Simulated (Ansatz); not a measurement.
**A relaxation, step by step**

SiH3Cl3, closed shell, PBE0-D4/def2-TZVP (Ansatz 0.2.0). Settings:

```yaml
hamiltonian: {xc: pbe0, dispersion: d4}
relax: {f_tol: 0.005, max_steps: 200}
```

Start, a step off a saddle point along its unstable mode:

```tsv
atom	x (Å)	y (Å)	z (Å)
Si1	-0.2289	0.0144	-0.3409
Cl2	1.9067	-0.2857	-0.7542
Cl3	-0.9373	-1.8104	-0.6586
Cl4	-1.8096	0.9470	0.7723
H5	-0.3040	1.0858	-1.3885
H6	0.9500	0.0009	0.9995
H7	0.4231	0.0479	1.3705
```

```csv
step,energy less the last (meV),largest force component (eV/Å)
1,2349.8,5.095
2,1660.5,0.867
3,1316.7,1.012
4,862.6,1.001
5,434.0,0.702
6,259.5,0.925
7,93.6,0.486
8,22.8,0.086
9,13.6,0.172
10,1.1,0.089
11,0.2,0.013
12,0.1,0.002
13,0.0,0.010
14,0.0,0.005
```

Step 3, positions (Å) and forces (eV/Å):

```json
{"atom": "Si1", "x": "-0.208", "y": "0.098", "z": "-0.510", "Fx": "-0.138", "Fy": "-0.131", "Fz": "-0.590"}
{"atom": "Cl2", "x": "1.869", "y": "-0.214", "z": "-0.841", "Fx": "-0.574", "Fy": "0.382", "Fz": "0.269"}
{"atom": "Cl3", "x": "-0.919", "y": "-1.801", "z": "-0.690", "Fx": "0.006", "Fy": "0.093", "Fz": "-0.036"}
{"atom": "Cl4", "x": "-1.616", "y": "0.944", "z": "0.818", "Fx": "0.454", "Fy": "0.084", "Fz": "-0.319"}
{"atom": "H5", "x": "-0.406", "y": "1.029", "z": "-1.622", "Fx": "-0.184", "Fy": "-0.083", "Fz": "-0.215"}
{"atom": "H6", "x": "0.986", "y": "-0.116", "z": "1.259", "Fx": "-0.576", "Fy": "0.018", "Fz": "0.831"}
{"atom": "H7", "x": "0.295", "y": "0.059", "z": "1.586", "Fx": "1.012", "Fy": "-0.362", "Fz": "0.060"}
```

Step 5, positions (Å) and forces (eV/Å):

```
atom       x       y       z      Fx      Fy      Fz
 Si1  -0.318   0.123  -0.757  -0.001  -0.241   0.270
 Cl2   1.730   0.004  -0.758  -0.171   0.261   0.063
 Cl3  -0.965  -1.802  -0.787  -0.059   0.060  -0.139
 Cl4  -1.425   1.055   0.700   0.330   0.048  -0.120
  H5  -0.591   0.933  -1.912  -0.274   0.094  -0.702
  H6   1.110  -0.253   1.599  -0.063  -0.068   0.389
  H7   0.459  -0.060   1.915   0.237  -0.153   0.239
```

Step 8, positions (Å) and forces (eV/Å):

```
atom       x       y       z      Fx      Fy      Fz
 Si1  -0.379   0.212  -0.959  -0.020  -0.017  -0.030
 Cl2   1.639   0.361  -0.850   0.074   0.046  -0.050
 Cl3  -0.918  -1.729  -0.742  -0.029  -0.074  -0.004
 Cl4  -1.236   1.313   0.512  -0.052   0.086   0.004
  H5  -0.835   0.704  -2.266  -0.003   0.011  -0.013
  H6   1.186  -0.545   2.000  -0.003  -0.020   0.055
  H7   0.544  -0.316   2.305   0.032  -0.033   0.038
```

Last step (14):

Si1  (-0.410, 0.270, -1.064)
Cl2  (1.604, 0.516, -1.023)
Cl3  (-0.866, -1.668, -0.671)
Cl4  (-1.270, 1.467, 0.333)
H5  (-0.919, 0.632, -2.394)
H6  (1.250, -0.732, 2.262)
H7  (0.611, -0.484, 2.557)
(Å)

Hardware: 4 CPU threads of an Arm Neoverse V2, shared host. Wall time about 34 s.
